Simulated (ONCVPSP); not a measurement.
# Ranking ONCV potentials for bromine (Br)

All share these settings but for the change named:

bromine (Br), optimised norm-conserving Vanderbilt (ONCV), made with ONCVPSP 4.0.1 (LDA (Perdew-Wang 92), scalar-relativistic). Core [Ne], reference 3s2 3p6 3d10 4s2 4p4 (charge +1). Waves: 3s+4s: rc 0.95 bohr, ncon 4, nbas 8, qcut 13.5 1/bohr, 2 projectors; 3p+4p: rc 1.00 bohr, ncon 4, nbas 7, qcut 10.7 1/bohr, 3 projectors, debl 1.5 Ha; 3d: rc 1.10 bohr, ncon 3, nbas 8, qcut 16 1/bohr, 2 projectors, debl 2.1 Ha. Local part: polynomial inside 0.90 bohr (lpopt 5, dvloc0 0 Ha). Core correction: none.

In the d channel the program set the typed energies aside and used -2.874, 0.250 Ha.

Cutoff: the first of the cutoffs (Ha) at which the residual kinetic energy of the hardest occupied pseudo-wave falls to 1 and 0.1 mHa per electron; the density cutoff is not measured.

The base gives 97 Ha.

Of 8 variants that were run, those that failed, showed a ghost or another fault, or gave nearly equal values are left out.

A variant can come out equal or close to the base.

Problem. Rank these variants from softest to hardest (loose cutoff).
A. d: qcut 23.8
B. d: qcut 17.4
C. d: qcut 11.9
D. d: qcut 21.3
E. d: qcut 13.5

Solution. C (68 Ha), E (79 Ha), B (108 Ha), D (124 Ha), A (140 Ha).
